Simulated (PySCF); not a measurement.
ReF6, SMILES [F][Re+]([F])([F])([F])([F])[F], charge +1, multiplicity 1.

The structure is a stationary point at B3LYP-D3(BJ)/def2-SVP. The multiplicity is an assumed one; no other spin state was optimised. The isomer is the one that the SMILES or the coordinates give; other isomers of the formula were not compared. The def2 effective core potentials stand for the cores of Re; spin–orbit coupling is left out.

These are TDA-PBE/def2-SVPD in PySCF values and carry that method's errors.

Vertical excitations; the highest root listed may be one member of a degenerate set. Isolated molecule, no solvent. State labels are in the subgroup D2h.

**Question.** List the lowest excited states. (Estimate from the structure and the level; the computed values follow.)

**Answer.** 
```json
[
 {"state": "S1", "symmetry": "B3g", "energy (eV)": "4.06", "λ (nm)": "306", "f": "0.000", "main pairs": "HOMO→LUMO+1, HOMO−1→LUMO+2 (degenerate set)"},
 {"state": "S2", "symmetry": "B1g", "energy (eV)": "4.06", "λ (nm)": "306", "f": "0.000", "main pairs": "HOMO→LUMO, HOMO−2→LUMO+2 (degenerate set)"},
 {"state": "S3", "symmetry": "B2g", "energy (eV)": "4.06", "λ (nm)": "306", "f": "0.000", "main pairs": "HOMO−1→LUMO, HOMO−2→LUMO+1 (degenerate set)"},
 {"state": "S4", "symmetry": "B3g", "energy (eV)": "4.18", "λ (nm)": "297", "f": "0.000", "main pairs": "HOMO−1→LUMO+2, HOMO→LUMO+1 (degenerate set)"},
 {"state": "S5", "symmetry": "B1g", "energy (eV)": "4.18", "λ (nm)": "297", "f": "0.000", "main pairs": "HOMO−2→LUMO+2, HOMO→LUMO (degenerate set)"},
 {"state": "S6", "symmetry": "B2g", "energy (eV)": "4.18", "λ (nm)": "297", "f": "0.000", "main pairs": "HOMO−2→LUMO+1, HOMO−1→LUMO (degenerate set)"},
 {"state": "S7", "symmetry": "Ag", "energy (eV)": "4.29", "λ (nm)": "289", "f": "0.000", "main pairs": "HOMO→LUMO+2 33 %, HOMO−1→LUMO+1 33 %, HOMO−2→LUMO 33 %"},
 {"state": "S8", "symmetry": "Au", "energy (eV)": "4.74", "λ (nm)": "262", "f": "0.000", "main pairs": "HOMO−3→LUMO+2 33 %, HOMO−5→LUMO+1 33 %, HOMO−4→LUMO 33 %"},
 {"state": "S9", "symmetry": "Au", "energy (eV)": "4.79", "λ (nm)": "259", "f": "0.000", "main pairs": "HOMO−6→LUMO, HOMO−7→LUMO+1, HOMO−3→LUMO+2 (degenerate set)"},
 {"state": "S10", "symmetry": "Au", "energy (eV)": "4.79", "λ (nm)": "259", "f": "0.000", "main pairs": "HOMO−8→LUMO+2, HOMO−7→LUMO+1, HOMO−6→LUMO, HOMO−4→LUMO (degenerate set)"},
 {"state": "T1", "symmetry": "Ag", "energy (eV)": "3.63", "λ (nm)": "342", "f": "0", "main pairs": "HOMO→LUMO+2, HOMO−1→LUMO+1, HOMO−2→LUMO (degenerate set)"},
 {"state": "T2", "symmetry": "Ag", "energy (eV)": "3.63", "λ (nm)": "342", "f": "0", "main pairs": "HOMO−2→LUMO, HOMO−1→LUMO+1 (degenerate set)"},
 {"state": "T3", "symmetry": "Ag", "energy (eV)": "3.76", "λ (nm)": "330", "f": "0", "main pairs": "HOMO−2→LUMO 33 %, HOMO−1→LUMO+1 33 %, HOMO→LUMO+2 33 %"},
 {"state": "T4", "symmetry": "B3g", "energy (eV)": "3.90", "λ (nm)": "318", "f": "0", "main pairs": "HOMO→LUMO+1 50 %, HOMO−1→LUMO+2 50 %"}
]
```
Triplets are in the Tamm–Dancoff approximation.
